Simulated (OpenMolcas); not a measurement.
Au5+ among 6 point charges of -1.7 e arranged as a trigonal antiprism (D3d), with a polar angle of 60.2° against the regular 54.74°.

```json
{
  "Program": "OpenMolcas 26.06",
  "Method": "SS-CASPT2, IPEA 0.25 Eh, imaginary shift 0.1 Eh (closed shells correlated: 5s 5p)",
  "Basis": "ANO-RCC-VDZP [7s6p4d2f]",
  "Scalar Hamiltonian": "DKH2, point nucleus",
  "Active space": "6 electrons in 5 orbitals (5d)",
  "State averaging": "2S+1 = 5 even, 5 roots; 2S+1 = 3 even, 45 roots; 2S+1 = 1 even, 50 roots",
  "Spin-orbit coupling": "state interaction with AMFI integrals over the reference wave functions"
}
```

All point charges move together. At R = 1.98 Å the first state of the same spin is 3000 cm-1, and at R = 2.21 Å it is 2050 cm-1.

**Question.** A third run gives 3770 cm-1. What distance was it run at?

**Answer.** With a power law R^-n the two known points give n = -ln(2050 / 3000) / ln(2.21 / 1.98) = 3.46. Then R = 1.98 × (3000 / 3770)^(1/3.46) = 1.853 Å. The run was at 1.85 Å, so the estimate is off by +0.003 Å.

Roots that are degenerate in the reference are averaged as groups; the widest CASPT2 spread within a group is 63 cm-1 (the 2-fold group of multiplicity 1 near 37100 cm-1 above the lowest state of its run, R = 2.21). Shifts and gaps below about the spread of the groups concerned are not significant. Point charges give a weaker field than real ligands, and real ions of this kind are as a rule low spin; the high spin found here belongs to the model. Free-ion shares, where given, are those of the reference states; single-state CASPT2 does not remix them. Spin-orbit coupling mixes the spin-free states strongly: the lowest level takes only 54 % from its leading state, 5A1 (figures for R = 1.85; the like holds for R = 1.98, R = 2.21). This is an electrostatic model: the charges have no orbitals. No measured value stands beside these numbers.
